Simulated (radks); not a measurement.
Results of a calculation; reference values are marked as such.
Ionisation of the sulfur ion S+, [Ne] 3s2 3p3, to S2+, [Ne] 3s2 3p2, under several functionals. Scalar-relativistic Kohn-Sham, spin-polarised, spherical densities, finite nucleus; open shells are filled with parallel spins first; a radial shooting solver on a logarithmic mesh with Libxc functionals.

functional                                        E(S+) (hartree)  Exc (hartree)  IE (eV)  -e(HOMO) (eV)  <r> HOMO (bohr)  IE error (eV)
LDA (Slater exchange, Perdew-Zunger correlation)       -397.46661      -23.97430   23.286         17.831            1.872         -0.052
LDA (Slater exchange, Perdew-Wang correlation)         -397.47207      -23.98048   23.327         17.871            1.871         -0.010
BP86                                                   -398.90744      -25.46254   23.390         17.925            1.870         +0.052
XLYP                                                   -399.00830      -25.56487   23.094         17.603            1.873         -0.244
LDA (Slater exchange, VWN5 correlation)                -397.47809      -23.98669   23.338         17.880            1.871         0.000
exchange-only B88                                      -398.29264      -24.83252   22.623         17.204            1.882         -0.715
PBEsol                                                 -398.06067      -24.58991   23.307         17.850            1.872         -0.031
BLYP                                                   -398.88147      -25.43468   23.066         17.575            1.872         -0.272
MS2 meta-GGA                                           -398.87941      -25.44502   23.727         18.336            1.865         +0.389

NIST Atomic Spectra Database: 23.338 eV (measured). Closest: LDA (Slater exchange, VWN5 correlation). The Delta-SCF values span 1.10 eV, the total energies 1.54 hartree. The highest occupied level is 3p. Open shells are spherical and high-spin; term and fine-structure splittings are not resolved.
